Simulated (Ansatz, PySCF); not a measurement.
C₂H₄ClNSi, SMILES Cl[Si@@H]1CN=C1.

The structure is a stationary point at PBE0-D3(BJ)/def2-SVP. The structure was generated by enumeration; whether it is a known compound was not checked.

Vertical ionisation energy (IE) and electron affinity (EA) in eV. Rows of orbital energies are one-electron estimates. Where ΔSCF, EOM or ADC give a negative EA the extra electron is unbound and the value depends on the basis.

| level | IE | EA |
|---|---|---|
| −ε(HOMO), −ε(LUMO), PBE0/def2-TZVP (PySCF) | 7.19 | 1.25 |
| −ε(HOMO), −ε(LUMO), PBE/def2-TZVP (PySCF) | 5.85 | 2.34 |
| ΔSCF, CAM-B3LYP/def2-SVPD (Ansatz), final states of multiplicity 2 and 2 | [?] | [?] |
| ΔSCF, PBE/def2-SVPD (Ansatz), final states of multiplicity 2 and 2 | 9.02 | -0.39 |

**Question.** Fill in the missing entries. (Estimate from the structure and the level; the computed values follow.)

**Answer.** 
- ΔSCF, CAM-B3LYP/def2-SVPD (Ansatz, an electronic-structure program), final states of multiplicity 2 and 2, IE: 9.39
- ΔSCF, CAM-B3LYP/def2-SVPD (Ansatz), final states of multiplicity 2 and 2, EA: -0.56

**Question.** What vertical singlet–triplet gap does ΔSCF give with CAM-B3LYP/def2-SVPD (Ansatz) and with PBE/def2-SVPD (Ansatz)? (An estimate is asked for; the answer gives what the named calculation found.)

**Answer.** 3.32 and 3.17 eV (triplet above singlet where positive).
